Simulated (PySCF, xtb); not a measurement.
TiClO, SMILES [O]=[Ti+][Cl], charge +1, multiplicity 1.

Harmonic wavenumbers (cm⁻¹) from GFN2-xTB (xtb) at its own minimum, in rising order: 212, 399, 915.

**Question.** What does PBE-D3(BJ)/def2-TZVP (PySCF 2.14.0) give at its own minimum? (Estimate from the structure and the level; the computed values follow.)

**Answer.** 237, 506, 1096. Paired by order, the mean absolute difference is 105 cm⁻¹ and the zero-point energies are 2.2 and 2.6 kcal/mol.
